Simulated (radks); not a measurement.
Ionisation of the tin ion Sn3+, [Kr] 4d10 5s1, to [Kr] 4d10 as the strength of local exchange is varied. Calculated with a radial shooting solver on a logarithmic mesh with Libxc functionals: Dirac Kohn-Sham, Slater X-alpha exchange (alpha = 2/3 is LDA exchange), no correlation, spin-unpolarised, spherical densities, point nucleus.

| alpha | E(Sn3+) (hartree) | exchange (hartree) | IE (eV) | -e of the level emptied (eV) | <r> of it (bohr) |
|---|---|---|---|---|---|
| 0.667 | -6167.15644 | -154.38775 | 40.262 | 35.143 (5s1/2) | 2.123 |
| 0.67 | -6167.85088 | -155.09884 | 40.299 | 35.180 (5s1/2) | 2.122 |
| 0.682 | -6170.62937 | -157.94467 | 40.444 | 35.326 (5s1/2) | 2.119 |
| 0.797 | -6197.31714 | -185.33807 | 41.846 | 36.735 (5s1/2) | 2.082 |
| 0.827 | -6204.29721 | -192.52013 | 42.214 | 37.106 (5s1/2) | 2.073 |
| 0.856 | -6211.05171 | -199.47693 | 42.571 | 37.466 (5s1/2) | 2.064 |
| 0.858 | -6211.51779 | -199.95723 | 42.596 | 37.491 (5s1/2) | 2.063 |

NIST Atomic Spectra Database: 40.74 eV (measured). The Delta-SCF value meets it near alpha = 0.71. Spin polarisation and multiplet splitting are left out, so open shells lie too high by an amount that depends on their filling.

Beside tabulated values, note that spin-unpolarised runs miss the spin-polarisation part of the exchange energy of open shells.
